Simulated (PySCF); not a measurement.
# Correlation energy of Kr⁺ (krypton, charge +1)

[Ar] 3d10 4s2 4p5, 2P determinant. All numbers are calculated (PySCF 2.14, scalar relativity by spin-free X2C-1e, in x2c-TZVPPall). Frozen: [Ar] 3d10; 7 electrons correlated.

MP2 pair energies summed by pair of shells (mhartree):

```tsv
pair	energy	share (%)
4p-4p	-85.52	62.1
4s-4p	-44.44	32.3
4s-4s	-7.77	5.6
```

Total MP2 correlation energy: -137.74 mhartree.

Same-spin part -31.29 and opposite-spin part -106.45 mhartree; SCS-MP2 scales them by 1/3 and 6/5 to -138.17 mhartree.
